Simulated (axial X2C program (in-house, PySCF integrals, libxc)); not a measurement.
## Which molecule has these constants?

All values come from calculations with an in-house relativistic program for diatomic molecules, spin-free (one-electron X2C) or two-component (2c: spin–orbit coupling with atomic mean-field Coulomb and Gaunt terms, which also bring small scalar terms), in Dyall basis sets with cores contracted in-house; open shells are unrestricted.

A two-component PBE0 calculation in a Dyall 3-zeta basis gave Re = 2.567 Å, ωe = 303.5 cm⁻¹, De = 4.35 eV, dipole magnitude 4.42 D, Ω = 1/2.

**Question.** Which molecule is it?
A. MgCl
B. SrCl
C. BeCl

**Answer.** B. The others have MgCl 2.207 Å and 456.1 cm⁻¹ (Ω = 1/2); BeCl 1.803 Å and 838.1 cm⁻¹ (Ω = 1/2).

Each entry is the lowest single determinant of a limited PBE0 search at one distance. De goes to single-determinant-based atoms at the same level (for ions the charge split of lowest energy) and is withheld (n/a) where an atom does not fit its ground term or J level. Main or longest-lived isotopes. Some light 2c atoms are not at their ground J level, so De misses part of their lowering (0.04 eV or less). The functionals have no current term, which raises determinants with orbital currents.
